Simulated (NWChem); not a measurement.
# CH₇FSi₂; SMILES C[Si@@H](F)[SiH3]

```xyz
11

C     -1.3537    -1.4991    -0.2863
Si     0.1023    -0.5345     0.3752
F      1.4660    -1.0939    -0.3371
Si    -0.0506     1.7614    -0.0947
H     -2.2837    -1.1772     0.2092
H     -1.2212    -2.5760    -0.0974
H     -1.4720    -1.3505    -1.3704
H      0.2526    -0.7623     1.8449
H     -1.2700     2.3236     0.5683
H     -0.1703     1.9840    -1.5693
H      1.1490     2.4966     0.4098
```
Atoms are numbered in this order, from 1.

All runs: NWChem. Structure relaxed at the PBE0/def2-SVP level. Level: PBE0/def2-SVP with SMD (1 M gas to 1 M solution), gas-phase geometry. Reactions with the solvent are ignored.

Problem. What does the run give for solvent water? Quantities: solvation free energy (kcal/mol); cavity-dispersion-structure term (kcal/mol); dipole in solution (D).

Solution. solvation free energy (kcal/mol): 1.7
cavity-dispersion-structure term (kcal/mol): 4.4
dipole in solution (D): 2.23
